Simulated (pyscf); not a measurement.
Optimised with ωB97X-D3(BJ)/def2-SVP in PySCF. MP2 and CC: frozen core, UHF for open shells. ΔMP2 is the change of the MP2 total energy from the triple- to the quadruple-zeta basis.

**Question.** Estimate by transition-state theory (the high-pressure limit) the rate constant of •H₂Si–CH₂–Cl → •H₂C–SiH₂–Cl (doublet surface; C–Cl broken, Cl–Si formed) at 298 K, with CCSD(T)/def2-TZVPP + ΔMP2(QZVPP) energies (ideal gas, 1 atm, RRHO with modes under 100 cm⁻¹ raised to 100, one conformer, R ln 2 for rigid chiral ones; no tunnelling).

**Answer.** The electronic barrier is 21.0 kcal/mol and the thermal terms add -1.5, so ΔG‡ = 19.5 kcal/mol. With k_BT/h = 6.21e+12 s⁻¹ and RT = 0.592 kcal/mol, k = 3.0e-02 s⁻¹; so small a molecule is far into fall-off at 1 atm, where the true rate is lower. Wigner's tunnelling factor for 608i cm⁻¹ would be 1.36. A shift of 1 kcal/mol in the barrier changes k by a factor 5.4. •H₂Si–CH₂–Cl lies 42.5 kcal/mol over its isomer H₃C–SiH•–Cl, and others may lie lower still (electronic energy, ωB97M-D3(BJ)). •H₂C–SiH₂–Cl lies 11.1 kcal/mol over its isomer H₃C–SiH•–Cl, and others may lie lower still (electronic energy, ωB97M-D3(BJ)). This is the saddle that the search found; another between the same sides may lie lower. The CCSD(T) − MP2 part came from Ansatz, without density fitting, on the same reference.
